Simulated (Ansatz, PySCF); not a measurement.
C3H13NSi2, SMILES [SiH3]C(N)([SiH3])CC.

Geometry: PBE0-D3(BJ)/def2-SVP. This is a generated structure with no PubChem entry under its InChIKey; it may be hypothetical. One conformer was computed; it need not be the lowest.

Vertical ionisation energy (IE) and electron affinity (EA) in eV. Rows of orbital energies are one-electron estimates. Where ΔSCF, EOM or ADC give a negative EA the extra electron is unbound and the value depends on the basis.

| level | IE | EA |
|---|---|---|
| −ε(HOMO), −ε(LUMO), r2SCAN/def2-TZVP (PySCF) | 5.60 | 0.16 |
| −ε(HOMO), −ε(LUMO), PBE/def2-TZVP (PySCF) | 5.37 | 0.57 |
| ΔSCF, PBE0/def2-SVPD (Ansatz), final states of multiplicity 2 and 2 | 8.51 | -1.36 |
| ΔSCF, PBE/def2-SVPD (Ansatz), final states of multiplicity 2 and 2 | 8.32 | -1.11 |

Question: What vertical singlet–triplet gap does ΔSCF give with PBE0/def2-SVPD (Ansatz, a first-principles code) and with PBE/def2-SVPD (Ansatz)? (The exact figures need the calculation; the answer reports its results.)

Answer: 5.38 and 5.00 eV (triplet above singlet where positive).
